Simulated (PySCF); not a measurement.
SMILES CO[Si](C)C, doublet (B3LYP/def2-SVP optimised geometry):

```
14

C     -1.071     1.346    -0.950
O     -1.321     0.341     0.000
Si    -0.730    -1.235     0.000
C     -1.405    -2.011     1.582
C      1.169    -1.235     0.000
H     -1.449     1.073    -1.953
H      0.008     1.577    -1.045
H     -1.586     2.268    -0.635
H     -1.088    -3.063     1.669
H     -1.031    -1.461     2.465
H     -2.505    -1.979     1.601
H      1.553    -0.681     0.876
H      1.586    -0.771    -0.908
H      1.550    -2.268     0.052
```

Computed with unrestricted B3LYP/def2-TZVP in PySCF.

Question: What are the frontier orbital energies (α orbitals alone; a β orbital can be the lowest empty one) and the dipole moment?

Answer: HOMO-2 -8.54 eV, HOMO-1 -7.88 eV, HOMO -5.01 eV, LUMO 0.83 eV, LUMO+1 0.97 eV; dipole moment 0.86 D.

On the same geometry unrestricted PBE/def2-TZVP (PySCF) gives HOMO-2 -7.24 eV, HOMO-1 -6.62 eV, HOMO -4.11 eV, LUMO 0.27 eV, LUMO+1 0.42 eV; dipole moment 0.85 D.

Meta-Löwdin charges at B3LYP/def2-TZVP: C1 -0.10, O2 -0.60, Si3 0.83, C4 -0.58, C5 -0.59, H6 0.10, H7 0.09, H8 0.12, H9 0.12, H10 0.12, H11 0.13, H12 0.12, H13 0.12, H14 0.13.
